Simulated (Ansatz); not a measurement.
```xyz
2

H     0.0000    0.0000   -1.4932
Br    0.0000    0.0000    0.0427
```

Basis set: cc-pVDZ (spherical functions). Frozen core: 9 orbitals. Charge 0, multiplicity 1.

Computed with Ansatz (development build ahead of 0.2.0); each method stands on the lowest determinant of its kind that the runs found. Restricted open shells among the atoms or ions are ROHF, correlated in semicanonical orbitals with singles.

Question: Give the atomization energy at this shape (free ground-state atoms in the same class of orbitals less the molecule, no zero-point energy) of singlet HBr by RHF-MP2, RHF.

Answer:

```json
{"method": "RHF-MP2", "atomization energy": "3.55 eV"}
{"method": "RHF", "atomization energy": "2.70 eV"}
```

Caution: the shape is not the minimum.
